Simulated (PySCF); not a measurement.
Ge(Me)(SH)3 (CH6GeS3), SMILES [Ge]([SH])([SH])([CH3])[SH].

Geometry: B3LYP-D3(BJ)/def2-SVP. Other conformers were not sampled.

Method: HF/def2-TZVP (PySCF).

| Property | Value |
|---|---|
| total energy | -3309.47235 hartree |
| highest occupied level | -10.14 eV |
| lowest empty level | 2.68 eV |
| orbital gap | 12.82 eV |
| dipole moment | 0.92 D |
| quadrupole, principal values (traceless, Buckingham form, about the centre of nuclear charge) | -9.25, -1.45, 10.70 D·Å |
| mean static polarisability | 95.5 bohr³ (14.15 Å³) |
| polarisability, principal values | 87.9, 96.6, 102.0 bohr³ |
